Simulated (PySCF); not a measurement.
**Relaxation of quartet NbF2**

These are results of PySCF, UPBE0, basis Nb def2-TZVP with ECP28, F def2-TZVP (scalar-relativistic core potentials, no spin–orbit coupling, density fitting), not measurements. A (50,194) grid was used.

A start displaced from a saddle point along its imaginary mode, of C2v symmetry, held to at least that symmetry:

```xyz
3
charge 0 multiplicity 4, angstrom
Nb   -0.0001   -0.1022    0.0000
F     0.0002    0.2500    1.8759
F     0.0002    0.2500   -1.8759
```

Optimiser trace:
| step | E − E(last) (kJ/mol) | largest gradient (Eh/bohr) |
| --- | --- | --- |
| 0 | 3.99 | 0.01914 |
| 1 | 0.11 | 0.00072 |
| 2 | 0.09 | 0.00055 |
| 3 | 0.01 | 0.00037 |
| 4 | 0.00 | 0.00002 |

It ends at C2v with Nb–F 1.872 Å (×2); F–Nb–F 162.8°. No frequency check is given, so it may be a saddle point. Other isomers or separated fragments may lie lower.

Open d and f shells are described by one determinant, and the ground state may have another occupation or spin.
